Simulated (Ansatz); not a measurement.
Calculated with Ansatz (gas phase, PBE0-D4/def2-TZVP geometries, no zero-point term in ΔE). CBS: MP2 limit from def2 TZ/QZ plus the TZ coupled-cluster correction, frozen cores. Functionals use def2-TZVPP. B3LYP here is the variant with VWN-RPA as its local correlation; programs differ in this. One conformer a species, not always the lowest.

Consider the redistribution: `N[SiH2][SiH](N)F` + `C[SiH](Cl)S[SiH2]Cl` → `C[SiH](N)[SiH2]N` + `F[SiH](Cl)S[SiH2]Cl`.

`N[SiH2][SiH](N)F`:

Z-matrix (Å, degrees):
```
Si
Si 1 2.342
N 1 1.734 2 105.3
H 1 1.496 2 111.6 3 126.2
H 1 1.488 2 110.6 3 -114.9
F 2 1.616 1 107.8 3 -75.5
N 2 1.698 1 105.2 3 46.2
H 2 1.485 1 117.5 3 167.0
H 3 1.009 1 118.2 2 61.8
H 3 1.009 1 118.5 2 -161.4
H 7 1.006 2 124.0 1 168.4
H 7 1.007 2 120.4 1 -32.1
```

`C[SiH](Cl)S[SiH2]Cl`:

```xyz
12

C    -1.855    0.583    1.456
Si   -0.209    0.460    0.615
Cl    0.137    2.155   -0.502
S    -0.277   -1.270   -0.639
Si    1.528   -1.060   -1.740
Cl    3.165   -0.874   -0.516
H    -2.655    0.691    0.722
H    -1.870    1.450    2.120
H    -2.041   -0.315    2.050
H     0.917    0.355    1.566
H     1.500    0.132   -2.612
H     1.660   -2.309   -2.520
```

`C[SiH](N)[SiH2]N`:

Cartesian coordinates in Å:
```
C -0.797 -2.062 0.111
Si -0.612 -0.358 -0.638
N 0.869 -0.298 -1.536
Si -0.345 1.343 0.964
N 1.289 1.885 0.774
H -1.721 -2.126 0.692
H -0.843 -2.829 -0.668
H 0.041 -2.295 0.771
H -1.845 -0.107 -1.454
H 1.236 0.612 -1.769
H 1.023 -0.945 -2.294
H -0.696 0.833 2.330
H -1.237 2.514 0.733
H 2.002 1.181 0.653
H 1.635 2.651 1.329
```

`F[SiH](Cl)S[SiH2]Cl`:

Z-matrix (Å, degrees):
```
Si
Cl 1 2.031
S 1 2.114 2 112.7
F 1 1.589 2 107.1 3 -121.1
H 1 1.471 2 109.1 3 120.6
Si 3 2.137 1 101.3 2 -82.9
Cl 6 2.045 3 112.3 1 66.3
H 6 1.475 3 111.1 1 -54.6
H 6 1.477 3 104.1 1 -175.9
```

Problem. Is it downhill or uphill in electronic energy at CCSD(T)/CBS, and by how much? (An estimate is asked.)

Solution. The calculation gave: Uphill: ΔE = +6.3 kcal/mol.

Problem. What do these levels give: PBE-D4, r2SCAN-D4, ωB97M-V, PBE, B3LYP, HF/def2-TZVPP, SCS-MP2/def2-TZVPP, CCSD/def2-TZVPP, HF/def2-QZVPP, MP2/def2-QZVPP, HF/CBS(def2), CCSD/CBS(def2)? (Estimate.)

Solution. The calculation gave: PBE-D4 5.9, r2SCAN-D4 5.7, ωB97M-V 6.1, PBE 6.0, B3LYP 6.3, HF/def2-TZVPP 6.6, SCS-MP2/def2-TZVPP 6.3, CCSD/def2-TZVPP 6.0, HF/def2-QZVPP 6.6, MP2/def2-QZVPP 6.5, HF/CBS(def2) 6.6, CCSD/CBS(def2) 6.4 kcal/mol.

Largest T1 diagnostic among the species: 0.011.
